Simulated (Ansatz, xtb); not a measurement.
**Relaxing a trial structure of C3H5Mg**

The starting geometry of this gas-phase doublet was built from a drawn formula by distance geometry and a force field; its bonds are those of `[H]/[C]=C/[CH2][MgH]`.

```xyz
9

C    -3.1513   -1.1430    1.3686
C    -1.9797   -0.6390    0.8941
C    -0.7981   -1.5581    0.9403
Mg    0.9033   -0.3832    0.1284
H    -4.0483   -0.5440    1.3323
H    -1.9523    0.3388    0.5833
H    -0.5168   -1.8829    1.9018
H    -0.9336   -2.4335    0.2498
H     2.2681    0.5635   -0.5011
```

Task: Predict what it relaxes into with r2SCAN-D4/def2-SVP.

Result: It rearranges to `[CH2]/C=[CH]\[MgH]`. Contacts that open: C3–Mg4 (2.22 → 3.42 Å). Contacts that close: C1–Mg4 (4.31 → 2.09 Å).

The energy falls by 2.09 eV over 36 steps:

| step | E − E(last) (eV) |
| --- | --- |
| 1 | 2.088 |
| 5 | 1.474 |
| 9 | 1.389 |
| 13 | 1.212 |
| 17 | 1.124 |
| 20 | 0.949 |
| 24 | 0.384 |
| 28 | 0.113 |
| 32 | 0.005 |
| 36 | 0.000 |

Final geometry (Å):

```xyz
9

C    -1.7271    0.0153    1.1350
C    -2.0701   -1.2393    0.6011
C    -1.1705   -2.2135    0.1869
Mg    0.2412    0.6552    1.4108
H    -2.6044    0.6300    1.3951
H    -3.1359   -1.5004    0.4893
H    -0.0853   -2.0528    0.2554
H    -1.4976   -3.1730   -0.2217
H     1.8408    1.1970    1.6457
```

From the same start GFN2-xTB reaches the same bonding as this run.

No frequencies were run, so the end isn't proven a minimum. Open shells are spin-unrestricted. Run with Ansatz 0.2.0, 2.3 min on 2 threads of Arm Neoverse V2, on a shared host.
